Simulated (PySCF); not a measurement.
Compound: C9H10O2.
Numbering: `[CH2:1]=[CH:2][C@@H:3]1[CH:4]=[CH:5][CH:6]=[C:7]1[O:8][C:9]([CH3:10])=[O:11]` (hydrogens: H12, H13 on C1; H14 on C2; H15 on C3; H16 on C4; H17 on C5; H18 on C6; H19, H20, H21 on C10)

The same species was optimised twice, with GFN2-xTB and with PBE0-D3(BJ)/def2-SVP (PySCF), and the same property calculations (PySCF, gas phase) were run on both structures.

```csv
coordinate,GFN2-xTB,PBE0-D3(BJ)/def2-SVP,change
C5–C6 (Å),1.446,1.462,+0.016
C1=C2 (Å),1.319,1.334,+0.015
O8–C9 (Å),1.346,1.359,+0.013
C4=C5 (Å),1.339,1.349,+0.010
C7–O8 (Å),1.373,1.363,-0.010
C9–C10 (Å),1.505,1.496,-0.009
C3–C4 (Å),1.498,1.504,+0.006
C6=C7 (Å),1.344,1.348,+0.004
C9=O11 (Å),1.201,1.198,-0.003
C2–C3 (Å),1.504,1.503,-0.001
C3–C7 (Å),1.506,1.507,+0.001
C2–C3–C4 (°),112.4,114.8,+2.4
C7–O8–C9 (°),121.9,120.6,-1.3
O8–C9–O11 (°),125.0,123.8,-1.2
C2–C3–C7 (°),110.9,111.9,+1.0
C3–C7–O8 (°),125.0,123.9,-1.1
C10–C9–O11 (°),125.3,126.2,+0.9
C5–C6–C7 (°),108.5,107.8,-0.7
C3–C7–C6 (°),110.3,111.0,+0.7
C1–C2–C3–C4 (°),-129,-133,-4
C6–C7–O8–C9 (°),151,143,-8
C7–O8–C9–C10 (°),177,172,-5
```

Rotational constants: A = 1743, B = 931.4, C = 685.7 MHz (GFN2-xTB) against A = 1739, B = 927.8, C = 696.7 MHz (PBE0-D3(BJ)/def2-SVP). Point groups within 0.08 Å: C1 and C1.

On the GFN2-xTB structure: HOMO (eV) -6.22 [PBE0/pcSseg-1]; LUMO (eV) -0.87 [PBE0/pcSseg-1]; dipole (D) 1.64 [PBE0/pcSseg-1]; GIAO shielding of C1 (ppm) 56.9 [PBE0/pcSseg-1]; GIAO shielding of C2 (ppm) 45.5 [PBE0/pcSseg-1]; GIAO shielding of C3 (ppm) 125.9 [PBE0/pcSseg-1]; GIAO shielding of C4 (ppm) 47.4 [PBE0/pcSseg-1]; GIAO shielding of C5 (ppm) 49.5 [PBE0/pcSseg-1]; GIAO shielding of C6 (ppm) 67.2 [PBE0/pcSseg-1]; GIAO shielding of C7 (ppm) 16.7 [PBE0/pcSseg-1]; GIAO shielding of O8 (ppm) 88.5 [PBE0/pcSseg-1].

Question: What do these properties become on the PBE0-D3(BJ)/def2-SVP structure?

Answer: 
```json
{"property": "HOMO (eV)", "level": "PBE0/pcSseg-1", "on GFN2-xTB": "-6.22", "on PBE0-D3(BJ)/def2-SVP": "-6.22", "change": "0.00"}
{"property": "LUMO (eV)", "level": "PBE0/pcSseg-1", "on GFN2-xTB": "-0.87", "on PBE0-D3(BJ)/def2-SVP": "-0.88", "change": "-0.01"}
{"property": "dipole (D)", "level": "PBE0/pcSseg-1", "on GFN2-xTB": "1.64", "on PBE0-D3(BJ)/def2-SVP": "1.73", "change": "+0.09"}
{"property": "energy, GFN2-xTB geometry as zero (kcal/mol)", "level": "PBE0/pcSseg-1", "on GFN2-xTB": "0.0", "on PBE0-D3(BJ)/def2-SVP": "-0.9", "change": "-0.9"}
{"property": "GIAO shielding of C1 (ppm)", "level": "PBE0/pcSseg-1", "on GFN2-xTB": "56.9", "on PBE0-D3(BJ)/def2-SVP": "54.0", "change": "-2.9"}
{"property": "GIAO shielding of C2 (ppm)", "level": "PBE0/pcSseg-1", "on GFN2-xTB": "45.5", "on PBE0-D3(BJ)/def2-SVP": "41.4", "change": "-4.1"}
{"property": "GIAO shielding of C3 (ppm)", "level": "PBE0/pcSseg-1", "on GFN2-xTB": "125.9", "on PBE0-D3(BJ)/def2-SVP": "127.1", "change": "+1.2"}
{"property": "GIAO shielding of C4 (ppm)", "level": "PBE0/pcSseg-1", "on GFN2-xTB": "47.4", "on PBE0-D3(BJ)/def2-SVP": "45.7", "change": "-1.7"}
{"property": "GIAO shielding of C5 (ppm)", "level": "PBE0/pcSseg-1", "on GFN2-xTB": "49.5", "on PBE0-D3(BJ)/def2-SVP": "45.6", "change": "-3.9"}
{"property": "GIAO shielding of C6 (ppm)", "level": "PBE0/pcSseg-1", "on GFN2-xTB": "67.2", "on PBE0-D3(BJ)/def2-SVP": "64.5", "change": "-2.7"}
{"property": "GIAO shielding of C7 (ppm)", "level": "PBE0/pcSseg-1", "on GFN2-xTB": "16.7", "on PBE0-D3(BJ)/def2-SVP": "16.2", "change": "-0.5"}
{"property": "GIAO shielding of O8 (ppm)", "level": "PBE0/pcSseg-1", "on GFN2-xTB": "88.5", "on PBE0-D3(BJ)/def2-SVP": "83.7", "change": "-4.8"}
```

The heavy atoms differ by 0.117 Å rms after alignment. Among bonds between heavy atoms C1=C2 and C5–C6 change most and about equally (+0.015 to +0.016 Å). Changes are differences of the printed values. Neither structure is proved a minimum here.

Shape of the structure used: `[CH2:1]=[CH:2][C@@H:3]1[CH:4]=[CH:5][CH:6]=[C:7]1[O:8][C:9]([CH3:10])=[O:11]`: C1–C2–C3–C4 -133°, C6–C7–O8–C9 143°, C7–O8–C9–C10 172°.
